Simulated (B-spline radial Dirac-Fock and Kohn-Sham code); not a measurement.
Atomic SCF run for Se

ΔSCF core binding energies without Breit or QED terms, calculated with a radial atomic solver. Keys: rel is the Hamiltonian (dirac, or spin-free x2c and nr, where L3 and M5 stand for the whole 2p and 3d shells), method is hf or an exchange,correlation pair (spin-unpolarised, also for the hole states), nuc the nuclear model, radius_factor scales its radius, rmax is the box in bohr, h the logarithmic mesh step, order the B-spline order, points the quadrature points per cell, c_factor scales the speed of light, and damp, ndamp, maxit and tol steer the iteration. The run stops when the commutator error falls below 10·tol·max(1, Z/10), or the numerical noise floor, and the energy has settled to about 1e-8 Ha; the virial ratio is −V/T.

Input (task.json):

```json
{"items": [{"Z": 34, "q": 0, "cfg": [[1, 0, 2], [2, 0, 2], [2, 1, 6], [3, 0, 2], [3, 1, 6], [3, 2, 10], [4, 0, 2], [4, 1, 4]], "A": 80, "rrms": 4.14, "do": "settings", "holes": ["K", "L3", "M5"],
  "settings": [{"rel": "x2c", "method": "hf", "nuc": "fermi", "radius_factor": 1.0, "rmax": 45.0, "h": 0.3, "order": 8, "points": 10, "c_factor": 1.5, "maxit": 60, "damp": 0.5, "ndamp": 3, "tol": 1e-06}]}]}
```

Command: `python xray2_run.py task.json out`

Ground-state iterations:

```
iter   energy (Ha)        error
   1    -2411.57758334  1.15e+00
   2    -2412.06934969  1.12e-01
   3    -2412.20259199  2.73e-02
   4    -2412.20621344  1.08e-02
   5    -2412.20653541  1.77e-03
   6    -2412.20657228  8.08e-04
   7    -2412.20657990  1.27e-04
   8    -2412.20658021  1.76e-05
```

The ground state converged in 8 iterations, with total energy -2412.20658 Ha, virial ratio 1.98961 and highest orbital energy -10.67 eV. ΔSCF binding energies: K (1s) 12574.4 eV, M5 (3d5/2) 63.22 eV. Holes are computed only in closed shells, and unreliable hole states are left out.
